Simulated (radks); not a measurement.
All-electron atom: Cd II in [Kr] 4d10 5s1.

Method: Dirac Kohn-Sham, PBE, spin-unpolarised, spherical densities, point nucleus; speed of light set to 1370.36 atomic units (10 times the physical value, a model run); computed with a radial shooting solver on a logarithmic mesh with Libxc functionals.

Energy parts (Ry):
part                        energy
total                 -10935.88966
kinetic                10936.26685
electron-nucleus      -26009.68430
Hartree                 4438.67169
exchange-correlation    -301.14390

Orbitals (lengths in bohr, moments of r in powers of bohr; <r^-3> diverges for s and p1/2; r(max) is where P^2 peaks):
| orbital | occ. | eigenvalue (Ry) | <1/r> | r(max) | <r^-3> |
|---|---|---|---|---|---|
| 1s1/2 | 2 | -1886.386 | 47.51 | 0.02098 | - |
| 2s1/2 | 2 | -274.6795 | 10.82 | 0.1164 | - |
| 2p1/2 | 2 | -256.1063 | 10.83 | 0.09123 | - |
| 2p3/2 | 4 | -255.9750 | 10.82 | 0.09127 | 3557 |
| 3s1/2 | 2 | -51.49112 | 3.869 | 0.3359 | - |
| 3p1/2 | 2 | -43.94759 | 3.787 | 0.3224 | - |
| 3p3/2 | 4 | -43.92432 | 3.786 | 0.3225 | 633.3 |
| 3d3/2 | 4 | -29.97157 | 3.637 | 0.2662 | 99.54 |
| 3d5/2 | 6 | -29.96642 | 3.637 | 0.2663 | 99.48 |
| 4s1/2 | 2 | -7.83816 | 1.506 | 0.8218 | - |
| 4p1/2 | 2 | -5.42496 | 1.391 | 0.8569 | - |
| 4p3/2 | 4 | -5.42105 | 1.390 | 0.8571 | 106.8 |
| 4d3/2 | 4 | -1.55470 | 1.069 | 0.9750 | 10.38 |
| 4d5/2 | 6 | -1.55418 | 1.069 | 0.9751 | 10.37 |
| 5s1/2 | 1 | -0.90850 | 0.4609 | 2.329 | - |

The highest occupied level is 5s1/2 at -12.361 eV. The density falls to 0.001 e/bohr^3 at r = 3.91 bohr.
